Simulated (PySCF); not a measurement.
Isomers of C9H12O2, mass 152.084 u with the commonest isotopes. Method used: PySCF 2.14.0, PBE0-D3(BJ)/def2-SVP geometry optimisation, gas phase. One conformer each, none proved a minimum here; rigid rotors.

Problem. Order these by rotational constant B, largest first.
A. `[CH3:1][CH2:2][O:3][c:4]1[cH:5][cH:6][c:7]([O:8][CH3:9])[cH:10][cH:11]1` with C1–C2–O3–C4 78°, C2–O3–C4–C5 -176°, C6–C7–O8–C9 1° (p-ethoxyanisole)
B. `[CH3:1][CH2:2][O:3][c:4]1[cH:5][cH:6][cH:7][cH:8][c:9]1[O:10][CH3:11]` with C1–C2–O3–C4 80°, C2–O3–C4–C5 2°, C8–C9–O10–C11 -1° (1-ethoxy-2-methoxybenzene)
C. `[CH3:1][CH2:2][CH2:3][C:4]1([C:5]#[C:6][C:7](=[O:8])[OH:9])[CH2:10][CH2:11]1` with C1–C2–C3–C4 180°, C2–C3–C4–C5 -61°, C6–C7–O9–H 180°
D. `[CH3:1][CH2:2][c:3]1[cH:4][cH:5][c:6]([OH:7])[c:8]([O:9][CH3:10])[cH:11]1` with C1–C2–C3–C4 90°, C5–C6–O7–H 180°, C6–C8–O9–C10 180° (ethylguaiacol)

Solution. B (905.1 MHz), D (794.6 MHz), C (563.4 MHz), A (525.5 MHz).

Problem. Order these by out-of-plane moment Σ m c² = (Ia + Ib − Ic)/2, smallest first.
A. `[CH3:1][CH2:2][CH2:3][C:4]1([C:5]#[C:6][C:7](=[O:8])[OH:9])[CH2:10][CH2:11]1` with C1–C2–C3–C4 180°, C2–C3–C4–C5 -61°, C6–C7–O9–H 180°
B. `[CH3:1][CH2:2][O:3][c:4]1[cH:5][cH:6][cH:7][cH:8][c:9]1[O:10][CH3:11]` with C1–C2–O3–C4 80°, C2–O3–C4–C5 2°, C8–C9–O10–C11 -1° (1-ethoxy-2-methoxybenzene)
C. `[CH3:1][CH2:2][O:3][c:4]1[cH:5][cH:6][c:7]([O:8][CH3:9])[cH:10][cH:11]1` with C1–C2–O3–C4 78°, C2–O3–C4–C5 -176°, C6–C7–O8–C9 1° (p-ethoxyanisole)
D. `[CH3:1][CH2:2][c:3]1[cH:4][cH:5][c:6]([OH:7])[c:8]([O:9][CH3:10])[cH:11]1` with C1–C2–C3–C4 90°, C5–C6–O7–H 180°, C6–C8–O9–C10 180° (ethylguaiacol)

Solution. B (23.47 u·Å²), D (24.49 u·Å²), C (25.83 u·Å²), A (32.21 u·Å²).

Problem. Order these by rotational constant A, largest first.
A. `[CH3:1][CH2:2][c:3]1[cH:4][cH:5][c:6]([OH:7])[c:8]([O:9][CH3:10])[cH:11]1` with C1–C2–C3–C4 90°, C5–C6–O7–H 180°, C6–C8–O9–C10 180° (ethylguaiacol)
B. `[CH3:1][CH2:2][CH2:3][C:4]1([C:5]#[C:6][C:7](=[O:8])[OH:9])[CH2:10][CH2:11]1` with C1–C2–C3–C4 180°, C2–C3–C4–C5 -61°, C6–C7–O9–H 180°
C. `[CH3:1][CH2:2][O:3][c:4]1[cH:5][cH:6][c:7]([O:8][CH3:9])[cH:10][cH:11]1` with C1–C2–O3–C4 78°, C2–O3–C4–C5 -176°, C6–C7–O8–C9 1° (p-ethoxyanisole)
D. `[CH3:1][CH2:2][O:3][c:4]1[cH:5][cH:6][cH:7][cH:8][c:9]1[O:10][CH3:11]` with C1–C2–O3–C4 80°, C2–O3–C4–C5 2°, C8–C9–O10–C11 -1°

Solution. C (3478 MHz), A (1671 MHz), D (1516 MHz), B (1456 MHz).

```json
{"SMILES": "CCc1ccc(O)c(OC)c1", "point group": "C1", "Ia (u·Å²)": "302.48", "Ib (u·Å²)": "636.04", "Ic (u·Å²)": "889.54", "κ": "-0.59", "μa (D)": "0.01", "μb (D)": "2.78", "μc (D)": "0.11"}
{"SMILES": "CCCC1(C#CC(=O)O)CC1", "point group": "C1", "Ia (u·Å²)": "347.21", "Ib (u·Å²)": "897.01", "Ic (u·Å²)": "1179.80", "κ": "-0.74", "μa (D)": "2.56", "μb (D)": "0.61", "μc (D)": "0.12"}
{"SMILES": "CCOc1ccccc1OC", "point group": "C1", "Ia (u·Å²)": "333.31", "Ib (u·Å²)": "558.36", "Ic (u·Å²)": "844.72", "κ": "-0.33", "μa (D)": "0.16", "μb (D)": "0.06", "μc (D)": "0.19"}
{"SMILES": "CCOc1ccc(OC)cc1", "point group": "C1", "Ia (u·Å²)": "145.31", "Ib (u·Å²)": "961.70", "Ic (u·Å²)": "1055.34", "κ": "-0.97", "μa (D)": "0.14", "μb (D)": "0.06", "μc (D)": "0.24"}
```
